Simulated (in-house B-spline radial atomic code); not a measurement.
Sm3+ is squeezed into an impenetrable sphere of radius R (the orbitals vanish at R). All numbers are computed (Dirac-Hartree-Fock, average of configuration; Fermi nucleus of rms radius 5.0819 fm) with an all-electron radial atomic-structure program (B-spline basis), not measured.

Energies in eV above the free ion in [Xe] 4f5:

| R (bohr) | highest level (eV) | [Xe] 4f5 | [Kr] 4d9 4f5 5s2 5p6 5f1 | [Kr] 4d10 4f5 5s2 5p5 5f1 |
| --- | --- | --- | --- | --- |
| 8.87 | -42.4 | 0 | 159.7 | 42.1 |
| 5.65 | -42.4 | 0.004226 | 162.4 | 44.89 |
| 5.4 | -42.4 | 0.009465 | 163 | 45.59 |
| 4.32 | -42.1 | 0.2796 | 168.5 | 51.35 |
| 3.44 | -40.5 | 3.801 | 181.7 | 65.3 |
| 2.92 | -36.6 | 16.68 | 205.6 | 89.79 |
| 2.56 | -30.6 | 45.68 | 247.3 | 131.2 |
| 2.17 | -17.8 | 136.4 | 361.7 | 241.6 |
| 1.96 | -5.9 | 248.9 | 495.4 | 368.1 |
| 1.46 | 123 | 1162 | 1516 | 1319 |

(1) Does [Kr] 4d9 4f5 5s2 5p6 5f1 fall below [Xe] 4f5 under compression?

(2) Does [Kr] 4d10 4f5 5s2 5p5 5f1 fall below [Xe] 4f5 under compression?

The highest level is first positive in the row R = 1.46 bohr, pushed up by confinement above the zero of the free ion's potential. Each configuration is held fixed and needn't be the lowest in the sphere.

## Answers

(1) No, it stays above over the whole range.

(2) No, it stays above over the whole range.
